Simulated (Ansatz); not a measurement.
Q: Name a neutral molecule of B, C, F and H with size of the dipole moment (B3LYP/def2-TZVPP) between 1.65 and 1.95 D and LUMO energy (PBE0/def2-TZVPP) between -0.30 and 0.00 eV (Ansatz, PBE0-D4/def2-TZVP geometry).

A: `CB1C=C1CF` (1.87 D, -0.23 eV). Other molecules can fit too; these were computed, each in one conformer that needn't be the lowest.

B3LYP here is the variant with VWN-RPA as its local correlation; programs differ in this.
